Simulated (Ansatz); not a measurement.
Reaction (SMILES): [AsH2] (AsH2) → [AsH2-] (an electron is taken up)
B3LYP-D3(BJ)/def2-TZVP geometries, fixed; electronic energies without zero-point terms; positive where energy is released.
Largest species:
```xyz
3

As    -0.0239    -0.0491    -0.0281
H     -0.0021     1.4525    -0.3209
H      0.7904     0.1673     1.2490
```
Charge 0, spin multiplicity 2.

Basis-set convergence of the adiabatic electron affinity at CCSD(T) with Ansatz (a first-principles code). All functions are spherical. Cores are frozen (with 3d on Ga to Br). Open shells are unrestricted. No added dispersion term, no relativity. Functions are those of the species that has most. Reference: Hartree-Fock in aug-cc-pVQZ plus the correlation part extrapolated as X^-3 from aug-cc-pVTZ and aug-cc-pVQZ, 1.293 eV, itself unsure by roughly 0.010 eV (a third of the extrapolation step and of the last Hartree-Fock step). Deviations are taken from unrounded values.

```json
[
 {"basis": "cc-pVDZ", "functions": "37", "adiabatic electron affinity (eV)": "0.250", "minus reference (eV)": "-1.043"},
 {"basis": "aug-cc-pVDZ", "functions": "54", "adiabatic electron affinity (eV)": "1.074", "minus reference (eV)": "-0.219"},
 {"basis": "cc-pVTZ", "functions": "71", "adiabatic electron affinity (eV)": "0.888", "minus reference (eV)": "-0.404"},
 {"basis": "aug-cc-pVTZ", "functions": "105", "adiabatic electron affinity (eV)": "1.219", "minus reference (eV)": "-0.074"},
 {"basis": "cc-pVQZ", "functions": "128", "adiabatic electron affinity (eV)": "1.113", "minus reference (eV)": "-0.180"},
 {"basis": "aug-cc-pVQZ", "functions": "185", "adiabatic electron affinity (eV)": "1.261", "minus reference (eV)": "-0.031"}
]
```

The smallest set listed that lies within 0.05 eV of the reference with all its larger relatives (same family, alike in diffuse functions; a set with none counts only in the reference's own line) is aug-cc-pVQZ (185 functions, -0.031 eV off).
